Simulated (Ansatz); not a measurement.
BiF2 (SMILES [F][Bi][F]), doublet, geometry from GFN2-xTB (such geometries of metal compounds can be far from the true shape) (the spin is typed, not shown lowest) (core potentials on Bi), atoms displaced at random by about 0.1 Å a coordinate; Ansatz (a quantum-chemistry and plane-wave program) with PBE/def2-SVP.

The Ansatz input:
Ansatz 0.2 input:
```yaml
crystal:
  periodic: [false, false, false]
  atoms:
    - {symbol: Bi, position_ang: [0.24250484, -0.01618953, 0.24565848]}
    - {symbol: F, position_ang: [-1.22929732, 0.69659695, -1.39768658]}
    - {symbol: F, position_ang: [-0.91017350, -1.57765077, 0.49273875]}
basis:
  gaussian:
    orbitals: def2-SVP
hamiltonian:
  xc: pbe
magnetization: {spin_polarized: true, initial_magnetization: 1}
relax: {}
```

### Question
Write the output that Ansatz gives for this input, abridged.

### Answer

```
Functional definition: PBE
572 factors; their error is unknown
mean field evaluation 1: about -11259.1060 eV, gradient 4.1e1 eV
mean field evaluation 2: about -11061.9379 eV, gradient 1.6e2 eV
mean field evaluation 4: about -11264.9195 eV, gradient 9.3e0 eV
mean field evaluation 8: about -11265.5700 eV, gradient 1.1e-1 eV
mean field evaluation 16: about -11265.5332 eV, gradient 2.0e-4 eV
mean field -11265.53318070 eV, -414.0007083382 hartree, gradient 6.1e-6 eV, S^2 0.751687; 0 other end points of the search recorded, 0 dependent functions left out
the calculation of the forces begins
reference -11265.53320702 eV, -414.0007093054 hartree; 21, 20 occupied and 33, 34 virtual orbitals, 572 factors
relax step   1: F+E_penalty+E_count = -11265.53318070 eV  Δ(F+E_penalty+E_count) = +0.000e0 eV  max|allowed force component| = 2.647e0 eV/Å  Δτ_max = 0.0000 Å  (33 SCF iters, accepted)
these checks for a lower state are left out or cut short: starts, cluster_reference, orbital_swaps, neighbouring_geometries, increment
572 factors; their error is unknown
mean field -11266.03976292 eV, -414.0193248913 hartree, gradient 6.8e-6 eV, S^2 0.751231; 0 other end points of the search recorded, 0 dependent functions left out
the calculation of the forces begins
reference -11266.03978956 eV, -414.0193258704 hartree; 21, 20 occupied and 33, 34 virtual orbitals, 572 factors
relax step   2: F+E_penalty+E_count = -11266.03976292 eV  Δ(F+E_penalty+E_count) = -5.066e-1 eV  max|allowed force component| = 1.712e0 eV/Å  Δτ_max = 0.1949 Å  (35 SCF iters, accepted)
these checks for a lower state are left out or cut short: starts, cluster_reference, orbital_swaps, neighbouring_geometries, increment
572 factors; their error is unknown
mean field evaluation 32: about -11266.1466 eV, gradient 4.6e0 eV
mean field -11266.14852378 eV, -414.0233217790 hartree, gradient 1.3e-5 eV, S^2 0.751284; 0 other end points of the search recorded, 0 dependent functions left out
the calculation of the forces begins
reference -11266.14855024 eV, -414.0233227517 hartree; 21, 20 occupied and 33, 34 virtual orbitals, 572 factors
relax step   3: F+E_penalty+E_count = -11266.14852378 eV  Δ(F+E_penalty+E_count) = -1.088e-1 eV  max|allowed force component| = 1.346e-1 eV/Å  Δτ_max = 0.0687 Å  (29 SCF iters, accepted)
these checks for a lower state are left out or cut short: starts, cluster_reference, orbital_swaps, neighbouring_geometries, increment
572 factors; their error is unknown
mean field -11266.15113803 eV, -414.0234178512 hartree, gradient 1.7e-5 eV, S^2 0.751295; 0 other end points of the search recorded, 0 dependent functions left out
the calculation of the forces begins
reference -11266.15116451 eV, -414.0234188242 hartree; 21, 20 occupied and 33, 34 virtual orbitals, 572 factors
relax step   4: F+E_penalty+E_count = -11266.15113803 eV  Δ(F+E_penalty+E_count) = -2.614e-3 eV  max|allowed force component| = 1.367e-2 eV/Å  Δτ_max = 0.0216 Å  (28 SCF iters, accepted)
these checks for a lower state are left out or cut short: starts, cluster_reference, orbital_swaps, neighbouring_geometries, increment
572 factors; their error is unknown
mean field -11266.15125418 eV, -414.0234221194 hartree, gradient 1.4e-5 eV, S^2 0.751296; 0 other end points of the search recorded, 0 dependent functions left out
the calculation of the forces begins
reference -11266.15128067 eV, -414.0234230929 hartree; 21, 20 occupied and 33, 34 virtual orbitals, 572 factors
relax step   5: F+E_penalty+E_count = -11266.15125418 eV  Δ(F+E_penalty+E_count) = -1.161e-4 eV  max|allowed force component| = 6.740e-3 eV/Å  Δτ_max = 0.0071 Å  (28 SCF iters, accepted)
572 factors; their error is unknown
mean field evaluation 64: about -11266.1822 eV, gradient 7.0e-2 eV
mean field -11266.15125418 eV, -414.0234221194 hartree, gradient 1.4e-5 eV, S^2 0.751296; 1 other end points of the search recorded, 0 dependent functions left out
the calculation of the forces begins
reference -11266.15128067 eV, -414.0234230929 hartree; 21, 20 occupied and 33, 34 virtual orbitals, 572 factors
Total energy: -11266.15128067 eV, -414.0234230929 hartree
Atom 0 at     0.134195     0.040825     0.121425 Å, force     0.006740     0.002966     0.003016 eV/Å
Atom 1 at    -1.124764     0.738296    -1.347788 Å, force    -0.003459    -0.000612    -0.002207 eV/Å
Atom 2 at    -0.906397    -1.676364     0.567074 Å, force    -0.003281    -0.002355    -0.000809 eV/Å
Dipole moment:     0.702727     0.311632     0.312784 e Å
```
